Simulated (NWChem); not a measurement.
Molecule: CH7FSi2; SMILES [SiH2]([SiH2]F)C

```xyz
11

Si     0.3874     1.2265    -0.2668
F     -0.8973     1.9401     0.4306
Si     0.4902    -1.0546     0.2831
C     -1.0119    -2.0466    -0.3102
H      0.2664     1.4125    -1.7421
H      1.6156     1.9363     0.1918
H      1.7357    -1.5789    -0.3552
H      0.6560    -1.2035     1.7582
H     -1.1268    -1.9795    -1.3975
H     -1.9342    -1.6775     0.1509
H     -0.9018    -3.1042    -0.0464
```
Atoms are numbered in this order, from 1.

Results from NWChem. Pople sets run with spherical d functions. All runs use the structure optimised with B3LYP/6-31G* (spherical d). B3LYP is NWChem's, with the RPA form of VWN correlation. GIAO values for the isolated, static molecule; σ is the absolute isotropic shielding, δ = σ(reference) − σ with the isolated reference molecule computed at the same levels (13C: tetramethylsilane, 19F: trichlorofluoromethane, 1H: tetramethylsilane, 29Si: tetramethylsilane).

Question: Predict the results for B3LYP/6-31G*. Quantities: δ F2 (ppm); δ Si3 (ppm); δ C4 (ppm); δ H5 (ppm); δ H6 (ppm); δ H8 (ppm); δ H9 (rotor mean) (ppm).

Answer: 
- δ F2 (ppm) = -247.8
- δ Si3 (ppm) = -46.4
- δ C4 (ppm) = -9.0
- δ H5 (ppm) = 5.86
- δ H6 (ppm) = 5.82
- δ H8 (ppm) = 4.10
- δ H9 (rotor mean) (ppm) = 0.27
